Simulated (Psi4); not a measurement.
Method: SAPT0/jun-cc-pVDZ, frozen core in Psi4.

Psi4 input:

```
molecule {
0 1
C 0.76301746 -0.00880186 -0.00954792
C -0.76301753 0.00880150 0.00954827
H 1.15921304 -0.78718454 0.64558110
H 1.14524027 -0.19803856 -1.01460583
H 1.17518096 0.94509215 0.32549415
H -1.14524186 0.19792465 1.01462689
H -1.17518229 -0.94505307 -0.32560359
H -1.15921007 0.78725975 -0.64549308
--
0 1
Cl -0.00120016 0.85835271 -3.81513224
B -0.93530956 -0.58480869 -3.51404274
Cl -0.12795236 -2.11441478 -3.28073266
Cl -2.67698749 -0.49798173 -3.44381958
units angstrom
symmetry c1
no_reorient
no_com
}
set basis jun-cc-pvdz
set scf_type df
set freeze_core true
energy('sapt0')
```

Part of the output:

```
    SAPT Results
  --------------------------------------------------------------------------------------------------------
    Electrostatics                 -1.48137548 [mEh]      -0.92957715 [kcal/mol]      -3.88935078 [kJ/mol]
      Elst10,r                     -1.48137548 [mEh]      -0.92957715 [kcal/mol]      -3.88935078 [kJ/mol]

    Exchange                        4.21386169 [mEh]       2.64423813 [kcal/mol]      11.06349233 [kJ/mol]
      Exch10                        4.21386169 [mEh]       2.64423813 [kcal/mol]      11.06349233 [kJ/mol]
      Exch10(S^2)                   4.20721946 [mEh]       2.64007007 [kcal/mol]      11.04605318 [kJ/mol]

    Induction                      -0.39859265 [mEh]      -0.25012066 [kcal/mol]      -1.04650485 [kJ/mol]
      Ind20,r                      -1.10349060 [mEh]      -0.69245081 [kcal/mol]      -2.89721418 [kJ/mol]
      Exch-Ind20,r                  0.91298819 [mEh]       0.57290874 [kcal/mol]       2.39705015 [kJ/mol]
      delta HF,r (2)               -0.20809023 [mEh]      -0.13057859 [kcal/mol]      -0.54634082 [kJ/mol]

    Dispersion                     -3.89232195 [mEh]      -2.44246890 [kcal/mol]     -10.21928986 [kJ/mol]
      Disp20                       -4.22542889 [mEh]      -2.65149666 [kcal/mol]     -11.09386202 [kJ/mol]
      Exch-Disp20                   0.33310694 [mEh]       0.20902776 [kcal/mol]       0.87457216 [kJ/mol]
      Disp20 (SS)                  -2.11271444 [mEh]      -1.32574833 [kcal/mol]      -5.54693101 [kJ/mol]
      Disp20 (OS)                  -2.11271444 [mEh]      -1.32574833 [kcal/mol]      -5.54693101 [kJ/mol]
      Exch-Disp20 (SS)              0.18912867 [mEh]       0.11868003 [kcal/mol]       0.49655724 [kJ/mol]
      Exch-Disp20 (OS)              0.14397828 [mEh]       0.09034773 [kcal/mol]       0.37801491 [kJ/mol]

  Total HF                          2.33389356 [mEh]       1.46454032 [kcal/mol]       6.12763670 [kJ/mol]
  Total SAPT0                      -1.55842838 [mEh]      -0.97792857 [kcal/mol]      -4.09165316 [kJ/mol]
```
